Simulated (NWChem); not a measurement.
# BHOIF; SMILES OB(F)I

```xyz
5

B      0.0240    -1.3204     0.0000
F     -1.1233    -1.9835     0.0000
I     -0.0135     0.8119     0.0000
O      1.2002    -1.9575     0.0000
H      1.1039    -2.9190     0.0000
```
Atoms are numbered in this order, from 1.

All runs: NWChem. Medium grid unless said otherwise, to which SCAN and Minnesota functionals are sensitive. Geometry: optimised at PBE0/def2-SVP. def2 effective core potentials on I; no spin-orbit coupling.

Question: Order these by “highest occupied level (eV)”, lowest first: KT2/def2-SVP; MN15/def2-SVP; B3LYP/def2-SVP; N12/def2-SVP; M06-2X/def2-SVP.

Answer: M06-2X/def2-SVP (-8.75), MN15/def2-SVP (-8.06), B3LYP/def2-SVP (-7.27), KT2/def2-SVP (-6.46), N12/def2-SVP (-6.10)
